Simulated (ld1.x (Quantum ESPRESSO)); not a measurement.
**Before and after: RRKJ potential for W**

| Item | Value |
| --- | --- |
| Element | W |
| Generator | ld1.x (Quantum ESPRESSO) 7.5 |
| Type | norm-conserving RRKJ (Kleinman–Bylander form) |
| Functional | PBE |
| Relativity | scalar-relativistic |
| Frozen core | [Kr] 4d10 4f14 5s2 |
| Valence charge | 12 |
| Reference configuration | 5p6 5d4 6s2 6p0 |
| Partial waves | 5p (bound): rc 2.10 bohr; 5d (bound): rc 2.70 bohr; 6s (bound): rc 2.75 bohr |
| Local potential | the s channel |
| Core correction | Bessel-smoothed model core, default radius (core density twice the valence density) |

All-electron outer shells of the reference configuration (PBE, scalar-relativistic, ld1.x):

```json
{"shell": "5s", "level (eV)": "-79.07", "outermost node (bohr)": "0.53", "outermost maximum (bohr)": "0.96"}
{"shell": "5p", "level (eV)": "-43.20", "outermost node (bohr)": "0.57", "outermost maximum (bohr)": "1.09"}
{"shell": "4f", "level (eV)": "-33.21", "outermost node (bohr)": "–", "outermost maximum (bohr)": "0.43"}
{"shell": "6s", "level (eV)": "-5.71", "outermost node (bohr)": "1.28", "outermost maximum (bohr)": "2.67"}
{"shell": "5d", "level (eV)": "-4.48", "outermost node (bohr)": "0.63", "outermost maximum (bohr)": "1.49"}
{"shell": "6p", "level (eV)": "-1.36", "outermost node (bohr)": "1.54", "outermost maximum (bohr)": "3.75"}
```

Change: wave 5d (bound): rc 2.70 bohr becomes 5d (bound): rc 2.36 bohr.

Cutoffs: the cutoffs (Ry, on a coarse ladder) from which the occupation-weighted sum of valence levels, in a spherical-Bessel basis at the reference potential, stays within 10 and 1 mRy of its value at 400 Ry; they do not see the model core or the augmentation charge, which bear on the density cutoff. Errors are all-electron minus pseudo energies relative to the spin-unpolarised reference configuration.

Question: What does the change do?

Answer: The potential gets neither clearly harder nor softer (25 Ry and 30 Ry → 25 Ry and 30 Ry); the p channel sets the loose cutoff, while the largest relative change is in d, which becomes harder; of the 7 tests that both files solve, the error grows in 3 and shrinks in 0 by more than 15 % and 0.3 meV (median size 39.5 → 45.2 meV); neither file shows a bound ghost. That the errors move this way runs against the usual rule that smaller radii transfer better.

| quantity | base | changed |
| --- | --- | --- |
| cutoff, loose | 25 Ry | 25 Ry |
| cutoff, tight | 30 Ry | 30 Ry |
| loose cutoff by channel (10 mRy a level) | p 21 Ry, d 18 Ry, s 6 Ry | p 21 Ry, d 21 Ry, s 6 Ry |
| bound ghosts | none | none |
| error for 5p6 5d4 6s1 6p0, meV [ΔE 8.88 eV] | -8.3 | -9.3 |
| error for 5p6 5d4 6s0 6p0, meV [ΔE 24.56 eV] | -46 | -45 |
| error for 5p6 5d3 6s0 6p0, meV [ΔE 49.94 eV] | -90 | -83 |
| error for 5p6 5d4.5 6s1.5 6p0, meV [ΔE 0.70 eV] | -5.7 | -9.6 |
| error for 5p6 5d4 6s0 6p1, meV [ΔE 14.34 eV] | -851 | -851 |
| error for 5p6 5d5 6s1 6p0, meV [ΔE 1.54 eV] | -19 | -33 |
| error for 5p6 5d5 6s0 6p0, meV [ΔE 9.69 eV] | -39 | -71 |
| s: phases at 3.01 bohr within 0.05 rad from the reference energy up to (Ry; the scan ends near 5) | 2.0 | 2.0 |
| p: phases at 3.01 bohr within 0.05 rad from the reference energy up to (Ry; the scan ends near 5) | -0.7 | -0.7 |
| d: phases at 3.01 bohr within 0.05 rad from the reference energy up to (Ry; the scan ends near 5) | 1.0 | 1.1 |
